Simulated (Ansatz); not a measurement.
`BC(C)O[SiH3]` + `BS` → `BSB` + `CCO[SiH3]` at 700 K and 1 bar (ligand exchange at a B–C bond).

Isolated molecules relaxed with PBE0-D4/def2-TZVP in Ansatz; ΔE leaves out vibrations. CCSD(T)/CBS is the MP2 limit (def2-TZVPP, def2-QZVPP) plus CCSD(T) − MP2 in def2-TZVPP, frozen cores. This one scheme is used for every species. One conformer a species, not always the lowest.

```tsv
species	CCSD(T)/CBS energy (Eh)	H − E (kJ/mol)	S (J/(mol·K))
`BC(C)O[SiH3]`	-470.56359	369.6	511.5
`BS`	-424.38198	115.9	297.3
`BSB`	-449.77944	166.1	351.1
`CCO[SiH3]`	-445.19614	326.2	444.4
```

H − E and S are ideal-gas, rigid-rotor, harmonic terms from PBE0-D4/def2-TZVP, for one conformer and one mirror image of each species. 1 Eh = 2625.50 kJ/mol, R = 8.31446 J/(mol·K).

Task: By hand: ΔE, ΔH, ΔS and ΔG.

Result: ΔE = (-449.77944) + (-445.19614) − (-470.56359) − (-424.38198) = -0.03001 Eh = -78.8 kJ/mol. Δ(H − E) = 166.1 + 326.2 − 369.6 − 115.9 = 6.8, so ΔH = -72.0 kJ/mol. ΔS = 351.1 + 444.4 − 511.5 − 297.3 = -13.3 J/(mol·K). ΔG = -72.0 − 700 × (-13.3)/1000 = -62.7 kJ/mol.

Task: By hand: the equilibrium constant, and the temperature at which ΔG would vanish if ΔH and ΔS stayed fixed.

Result: log₁₀ K = −ΔG/(RT ln 10) = 4.7. ΔG = 0 at ΔH/ΔS = 5414 K, far beyond where these terms or the molecules hold.

The number of gas molecules stays the same, so ΔS is small and ΔH decides. A doubt of 5 kJ/mol in ΔE shifts log₁₀ K by 0.4 here. Other conformers and mirror images would add mixing entropy, several J/(mol·K) or more a flexible species. Modes under 60 cm⁻¹, often nearly free rotors, make the harmonic entropy too high. These are equilibria of isolated gas molecules and say nothing of rates. Largest T1 diagnostic: 0.015 (customary marks: 0.02 for closed shells, 0.045 for open ones).
